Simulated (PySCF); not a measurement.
## Vertical excitation energies

C8H9Cl.
Geometry (PBE0-D3(BJ)/def2-SVP, Å), atoms numbered from 1 in this order:
```xyz
18
C8H9Cl angstrom
C     -3.454    0.301   -1.154
C     -2.393   -0.266   -1.016
C     -1.114   -0.951   -0.833
C     -1.298   -2.474   -0.934
Cl    -1.940   -2.998   -2.516
C     -0.486   -0.667    0.524
C      0.828   -0.450    0.419
C      1.296   -0.505   -1.007
C     -0.014   -0.442   -1.803
H     -4.393    0.807   -1.282
H     -1.996   -2.831   -0.165
H     -0.328   -2.972   -0.795
H     -1.065   -0.702    1.449
H      1.498   -0.282    1.266
H      1.982    0.318   -1.264
H      1.859   -1.438   -1.192
H     -0.009   -1.020   -2.738
H     -0.241    0.602   -2.060
```

The calculation used TDDFT B3LYP/def2-SVPD, vertical, gas phase, core orbitals frozen in the response in PySCF 2.14.0, density-fitted response routines.

```json
{"state": "S1", "E (eV)": "5.99", "ν̃ (cm⁻¹)": "48280", "f": "0.054", "main configurations (H = HOMO, L = LUMO)": "H→L (60%), H-2→L (30%)"}
{"state": "S2", "E (eV)": "6.13", "ν̃ (cm⁻¹)": "49480", "f": "0.013", "main configurations (H = HOMO, L = LUMO)": "H-1→L (89%)"}
{"state": "S3", "E (eV)": "6.40", "ν̃ (cm⁻¹)": "51650", "f": "0.094", "main configurations (H = HOMO, L = LUMO)": "H-2→L (51%), H→L (23%), H→L+1 (8%)"}
{"state": "S4", "E (eV)": "6.56", "ν̃ (cm⁻¹)": "52940", "f": "0.014", "main configurations (H = HOMO, L = LUMO)": "H→L+1 (37%), H-1→L+3 (21%), H→L+3 (13%)"}
{"state": "S5", "E (eV)": "6.66", "ν̃ (cm⁻¹)": "53720", "f": "0.019", "main configurations (H = HOMO, L = LUMO)": "H→L+1 (44%), H-1→L+3 (13%), H-3→L (11%)"}
{"state": "S6", "E (eV)": "6.68", "ν̃ (cm⁻¹)": "53850", "f": "0.0031", "main configurations (H = HOMO, L = LUMO)": "H-3→L (82%)"}
{"state": "S7", "E (eV)": "6.78", "ν̃ (cm⁻¹)": "54710", "f": "0.0034", "main configurations (H = HOMO, L = LUMO)": "H→L+2 (29%), H-1→L+3 (14%)"}
{"state": "S8", "E (eV)": "6.86", "ν̃ (cm⁻¹)": "55300", "f": "0.025", "main configurations (H = HOMO, L = LUMO)": "H-1→L+2 (31%), H-1→L+4 (10%), H-1→L+5 (9%)"}
{"state": "S9", "E (eV)": "6.97", "ν̃ (cm⁻¹)": "56230", "f": "0.030", "main configurations (H = HOMO, L = LUMO)": "H-4→L (82%)"}
{"state": "S10", "E (eV)": "7.15", "ν̃ (cm⁻¹)": "57660", "f": "0.0087", "main configurations (H = HOMO, L = LUMO)": "H-1→L+1 (32%), H-2→L+1 (30%), H→L+3 (15%)"}
```

Triplets, Tamm–Dancoff:

```
state  E (eV)  λ (nm)   main configurations (H = HOMO, L = LUMO)
   T1    4.24   292.4                     H→L (74%), H-2→L (12%)
   T2    5.30   233.9  H-1→L (13%), H-2→L+3 (11%), H-1→L+2 (10%)
   T3    5.74   216.1    H-1→L (20%), H-2→L (16%), H-1→L+3 (11%)
   T4    5.76   215.1  H-2→L+3 (22%), H-1→L+3 (19%), H-2→L (12%)
```

The lowest singlet lies at 5.99 eV (207 nm, ultraviolet) and is of moderate strength; its leading configuration is HOMO→LUMO (60%). The strongest level in the table is S3 at 6.40 eV (194 nm, f = 0.094). Löwdin shares by element: HOMO carbon 68% or more (atoms not listed hold the other 32%); LUMO carbon 58% or more, chlorine 12% (atoms not listed hold the other 30%). Weighted by f, the mean energy of these states is 6.47 eV. The listed states span 1.16 eV, and the widest gap between neighbours is 0.27 eV (S2 to S3). Of the 10 states listed, 7 reach f = 0.01 and none stays under 0.0005. The vertical ionisation energy (ΔSCF) is 9.10 eV, 1.95 eV above S10. Singlets were solved by full linear response, triplets in the Tamm–Dancoff approximation.

One conformer stands for the species.
